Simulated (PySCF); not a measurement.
**Nuclear quadrupole coupling in `O[Si@@H]([SiH3])CO[SiH2]Cl`**

Compound: CH9ClO2Si3.
Z-matrix (Å and degrees, GFN2-xTB geometry), rows numbered from 1:
```
O 
Si  1  1.6190
Si  2  2.2997  1  103.76
C   2  1.9269  1  109.80  3   119.33
O   4  1.4182  2  111.79  1    64.00
Si  5  1.5962  4  135.55  2   -85.67
Cl  6  2.0389  5  112.59  4    73.25
H   1  0.9637  2  123.48  3  -172.70
H   2  1.4719  1  109.89  3  -127.55
H   3  1.4674  2  114.88  1    58.17
H   3  1.4681  2  111.30  1   178.32
H   3  1.4642  2  111.94  1   -63.17
H   4  1.0924  2  111.22  1  -177.82
H   4  1.0942  2  111.46  1   -58.31
H   6  1.4490  5  100.55  4  -172.06
H   6  1.4590  5  113.95  4   -45.34
```

Field gradients from the PBE0/pcSseg-1 density (PySCF, non-relativistic), principal values in atomic units, ordered |Vxx| ≤ |Vyy| ≤ |Vzz|:

```tsv
atom	Vxx	Vyy	Vzz
O1	-0.4270	-1.0248	1.4519
O5	-0.6768	-1.0216	1.6984
Cl7	-0.6560	-1.1866	1.8426
```

**Question.** Find the asymmetry η = (Vxx − Vyy)/Vzz and the couplings χ = eQV/h (234.96 MHz × Q in barn × V in au), with Q(17O) = −0.0256 b, Q(35Cl) = −0.0817 b.

**Answer.** 
```csv
atom,environment,nucleus,η,χzz (MHz),χxx (MHz),χyy (MHz)
O1,silanol oxygen,17O,0.41,-8.73,2.57,6.16
O5,silyl ether oxygen,17O,0.20,-10.22,4.07,6.14
Cl7,silicon-bound chlorine,35Cl,0.29,-35.37,12.59,22.78
```

The tensor is traceless: Vxx + Vyy + Vzz = 0.

**Question.** What is Vzz at O5 in SI units (1 au = 9.71736 × 10²¹ V/m²)?

**Answer.** 1.6984 au = 16.504 × 10²¹ V/m².

**Question.** What couplings would deuterons (Q(2H) = 0.00286 b) have in place of the hydrogens, at this geometry?

**Answer.** 
| atom | bonded to | bond length (Å) | Vzz (au) | η | χzz (kHz) |
| --- | --- | --- | --- | --- | --- |
| H8 | O1 | 0.964 | 0.4590 | 0.06 | 308 |
| H9 | Si2 | 1.472 | 0.1539 | 0.03 | 103 |
| H10 | Si3 | 1.467 | 0.1623 | 0.01 | 109 |
| H11 | Si3 | 1.468 | 0.1615 | 0.00 | 109 |
| H12 | Si3 | 1.464 | 0.1647 | 0.01 | 111 |
| H13 | C4 | 1.092 | 0.3006 | 0.09 | 202 |
| H14 | C4 | 1.094 | 0.2972 | 0.12 | 200 |
| H15 | Si6 | 1.449 | 0.1679 | 0.01 | 113 |
| H16 | Si6 | 1.459 | 0.1587 | 0.01 | 107 |

The structure is a single GFN2-xTB conformer in the gas phase; no vibrational or solvent corrections. GFN2-xTB bond lengths can be off by several hundredths of an ångström, more for odd bonds, and the gradients follow them. With a basis this small, the couplings can be 20 % off.
